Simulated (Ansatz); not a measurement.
Total energies of GaH₆NOSi₂, SMILES `[NH2][Ga]1[O][SiH2][SiH2]1`.

```xyz
11

N    -0.8951   -2.4628   -0.8057
Ga   -0.2069   -0.9152   -0.1962
O    -1.0277    0.6287   -0.8046
Si   -0.2111    1.8777   -0.1086
Si    1.2932    0.4727    1.0589
H    -0.5543   -3.3750   -0.5592
H    -1.6792   -2.4951   -1.4356
H    -1.0780    2.7122    0.7694
H     0.4362    2.7699   -1.1106
H     2.7239    0.4240    0.6522
H     1.1989    0.3630    2.5400
```

The species carries charge 0 and has multiplicity 1. Correlated methods include outer-core shells of Ga, which these sets cover unevenly. Scalar relativity is left out up to krypton. The geometry is a stationary point of PBE0-D4/def2-TZVP. It is one conformer, not always the lowest. Basis def2-TZVPP, Ansatz.

RPA on PBE orbitals: Hartree–Fock energy of these orbitals -2633.99051 Eh, correlation -1.50297 Eh (frozen core).

| functional | energy without D4 (Eh) | D4 term (kJ/mol) |
| --- | --- | --- |
| LDA (SPW92) | -2631.23209 | – |
| PBE | -2636.84465 | -29.0 |
| revPBE | -2637.27863 | -73.1 |
| BLYP | -2637.61252 | -61.4 |
| B97M-V | -2637.03778 | – |
| PBE0 | -2636.94339 | -24.8 |
| B3LYP | -2637.67869 | -47.3 |
| r2SCANh | -2637.43531 | -7.5 |
| HSE06 (plane-wave form) | -2636.92337 | -23.6 |
| BHLYP | -2637.48749 | -42.5 |
| LC-ωPBE | -2637.07324 | – |
| ωB97X-V | -2637.27412 | – |
| ωB97M-V | -2637.38959 | – |
| PBE-QIDH | -2636.42005 | – |

Q: Give the same for r2SCAN, r2SCAN0, CAM-B3LYP, B2PLYP. (An estimate is asked.)

A: The calculation gave: 
```
functional  energy without D4 (Eh)  D4 term (kJ/mol)
    r2SCAN             -2637.45806              -6.8
   r2SCAN0             -2637.40319              -8.3
 CAM-B3LYP             -2637.66551             -25.9
    B2PLYP             -2636.88783                 –
```

B3LYP takes the VWN-RPA correlation (the form of Gaussian; ORCA's B3LYP/G). HSE06 is the plane-wave form, built on full-range PBE exchange. The double hybrids freeze the cores in their second-order part.

LC-ωPBE has ω = 0.4 bohr⁻¹.
